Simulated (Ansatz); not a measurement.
The lowest singlet and triplet of FHSi (SMILES F[SiH]); geometries from B3LYP-D3(BJ)/def2-TZVP, each state relaxed from the structure named, with no frequency check.
Singlet at the triplet's geometry (charge 0, multiplicity 1):
```xyz
3

F      0.9261    -0.4626     0.0000
Si    -0.4757     0.3370     0.0000
H     -1.6752    -0.5540     0.0000
```

A positive gap puts the triplet lower; no zero-point energy. R- takes a restricted singlet. U- takes an unrestricted singlet (broken symmetry where lower, unprojected). The triplet is unrestricted in single-reference levels. Active spaces average the two states.

Frozen-core correlation.

The values were computed with Ansatz (an electronic-structure program). Values without a source in brackets are computed.

```tsv
level	gap E(singlet) − E(triplet), vertical, at the triplet's geometry (eV)
R-SVWN5/def2-TZVPP	-1.349
U-PBE/def2-TZVPP	-1.217
U-PBE0/def2-TZVPP	-1.162
R-wB97X-V/def2-TZVPP	-1.449
U-MP2/cc-pV(D+d)Z (spin-contaminated)	-1.066
U-SCS-MP2/cc-pV(Q+d)Z (spin-contaminated)	-1.196
R-CCSD/cc-pV(Q+d)Z	?
FIC-NEVPT4(SD) on SA-CASSCF(2,2)/cc-pV(Q+d)Z	-1.444
FIC-MRCISD+Q on SA-CASSCF(2,2)/cc-pV(Q+d)Z	-1.437
```

Question: Complete the blanks.

Answer: 
- R-CCSD/cc-pV(Q+d)Z, gap E(singlet) − E(triplet), vertical, at the triplet's geometry (eV): -1.402

Doubts at one or more of the structures used: a restricted determinant that unrestricted orbitals would lower (R-CCSD/cc-pV(Q+d)Z).
